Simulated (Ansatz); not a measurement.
The cluster Sn6S12, 18 atoms. Hardware: 2 threads of AMD EPYC 7R13 on a shared host and a share (18 GiB) of an NVIDIA H100 80GB HBM3.

In the def2 sets Sn takes a core potential; there is no spin–orbit coupling. Correlated methods freeze 84 core orbitals; core or outer-core shells of Sn are correlated, in sets that lack core-valence functions. Single mean-field runs in def2-TZVP are fitted with def2-universal-jkfit.

Task: How many basis functions does each of these Ansatz runs have, and roughly what does it cost? PBE0-D4/def2-SVP, charge 0 singlet, energy, from earlier orbitals; PBE-D4/def2-SVP, charge 0 singlet, relaxation, 15 steps; PBE0-D4/def2-TZVP, charge 0 singlet, energy, from earlier orbitals; MP2/def2-SVP, charge 0 singlet, energy, from earlier orbitals; PBE-D4/def2-SVP, charge 0 singlet, energy, from earlier orbitals; BLYP-D4/def2-TZVP, charge 0 singlet, energy, from earlier orbitals; PBE-D4/def2-TZVP, charge 0 singlet, energy and forces, from earlier orbitals; r2SCAN-D4/def2-TZVP, charge 0 singlet, energy, from earlier orbitals; RPA@PBE/def2-SVP, charge 0 singlet, energy, from earlier orbitals.

Result: Other jobs shared the machine, so times can vary by a factor of up to 3.

```
                                                                         run  functions  fitting or Cholesky vectors  wall time  peak host memory (GiB)
            PBE-D4/def2-SVP, charge 0 singlet, energy, from earlier orbitals        372                         4206      3.7 s                     1.1
          BLYP-D4/def2-TZVP, charge 0 singlet, energy, from earlier orbitals        744                         2844      4.5 s                     1.1
               MP2/def2-SVP, charge 0 singlet, energy, from earlier orbitals        372                         3955        5 s                       1
           PBE0-D4/def2-SVP, charge 0 singlet, energy, from earlier orbitals        372                         3955      5.5 s                     1.1
           RPA@PBE/def2-SVP, charge 0 singlet, energy, from earlier orbitals        372                         3955      7.5 s                     2.2
        r2SCAN-D4/def2-TZVP, charge 0 singlet, energy, from earlier orbitals        744                         2844      7.5 s                     1.2
          PBE0-D4/def2-TZVP, charge 0 singlet, energy, from earlier orbitals        744                         2844        9 s                     1.1
PBE-D4/def2-TZVP, charge 0 singlet, energy and forces, from earlier orbitals        744                         2844       12 s                     1.2
                     PBE-D4/def2-SVP, charge 0 singlet, relaxation, 15 steps        372                         4206       46 s                     1.1
```
